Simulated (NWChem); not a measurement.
A series in which one site is exchanged, each optimised at PBE0/def2-SVP with NWChem, gas phase unless a solvent is named. All stand in one matching conformer (torsions within 35°), which need not be the lowest. For some, no frequency run checked for a minimum. def2 effective core potentials on In; no spin-orbit coupling.

A: NBF (BNH3F; site = B)
B: [NH2][AlH][F] (AlNH3F; site = Al)
C: [NH2][GaH][F] (GaNH$_{3}$F; site = Ga)
D: [NH2][InH][F] (InNH3F; site = In)

Q: Rank them by vertical ionisation energy, ΔSCF, PBE0/def2-SVP (eV), lowest first.

A: D (9.61), C (10.07), B (10.22), A (11.16)
